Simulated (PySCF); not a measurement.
AlBi, r²SCAN: how much the basis matters

PySCF, UKS reference; triplet, unpaired electrons π ↑↑; De to Al + Bi without counterpoise correction.

```csv
basis,relativity,functions,Re (Å),ωe (cm⁻¹),De (eV),μ (D)
def2-SVP,scalar-relativistic core potentials,44,2.836,235,1.70,-0.31
cc-pV(D+d)Z/cc-pVDZ-PP,scalar-relativistic core potentials,46,2.844,231,1.66,-0.43
def2-SVPD,scalar-relativistic core potentials,56,2.836,236,1.71,-0.30
```

Question: How does each smaller set differ from the one with most functions, def2-SVPD?

Answer: def2-SVP: +0.0 pm, -0.4 % in ωe, -0.01 eV in De; cc-pV(D+d)Z/cc-pVDZ-PP: +0.8 pm, -2.1 % in ωe, -0.05 eV in De. All at r²SCAN; the set with most functions is neither the basis-set limit nor always the best.

A positive dipole means Al(−)Bi(+). Spin–orbit coupling is left out, which matters for elements this heavy, above all for dissociation energies. The state was picked by a PBE0 search and need not be the measured ground state.
